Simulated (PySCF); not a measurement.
## Spinor energies of Hg⁴⁶⁺ (mercury, charge +46)

Start: [Ar] 3d10 4s2 4p4; 4p1/2 filled at m_j = -1/2, +1/2; 4p3/2 filled at m_j = +1/2, +3/2. Calculated with PySCF 2.14 in an uncontracted even-tempered set (16 s from 6.3 bohr⁻², ratio 2.8; 14 p from 8.2 bohr⁻², ratio 2.8; 8 d from 15 bohr⁻², ratio 2.8; 4 f from 37 bohr⁻², ratio 3): generalised Hartree-Fock with the X2C-1e Hamiltonian and a Gaussian nucleus; one run each with spin-orbit coupling (SO) switched off, then screened by Boettger's factors.

```tsv
spinor shell	electrons	ε, spin-free (eV)	ε, screened SO (eV)	weight of nominal j (screened SO)	rms radius, screened SO (bohr)
1s1/2	2	-85925.4	-85888.0	1.000	0.0187
2s1/2	2	-17301.1	-17287.5	1.000	0.0755
2p1/2	2	-15257.2	-16663.9	1.000	0.0638
2p3/2	4	-15257.2	-14704.4	1.000	0.0719
3s1/2	2	-5853.7	-5847.7	1.000	0.191
3p1/2	2	-5248.4	-5574.8	1.000	0.182
3p3/2	4	-5248.4	-5114.7	1.000	0.197
3d3/2	4	-4623.6	-4678.7	1.000	0.172
3d5/2	6	-4623.6	-4580.2	1.000	0.176
4s1/2	2	-2726.9	-2724.8	1.000	0.400
4p1/2	2	-2514.3	-2614.0	0.999	0.391
4p3/2	2	-2514.3	-2472.1	1.000	0.412
```

| quantity | spin-free | screened SO |
| --- | --- | --- |
| E (hartree) | -18135.82194 | -18171.09787 |
| M_J | 2 | 2 |
| ⟨J²⟩ | 6.001 | 6.002 |
| ⟨L²⟩ | 2.001 | 3.329 |
| ⟨S²⟩ | 2.000 | 1.463 |

Each row is a mean over spinors that exchange with the open shell spreads, by up to 19.322 eV (4s1/2).

Breit and QED terms are absent; they matter most for the inner s and p1/2 levels.

Densities and radii are taken from the X2C orbitals without a picture-change correction, which distorts them close to the nucleus.

Without spin-orbit coupling the j labels of p, d and f shells carry no meaning; the spin-free column gives the mean over the occupied spinors of each nl shell.
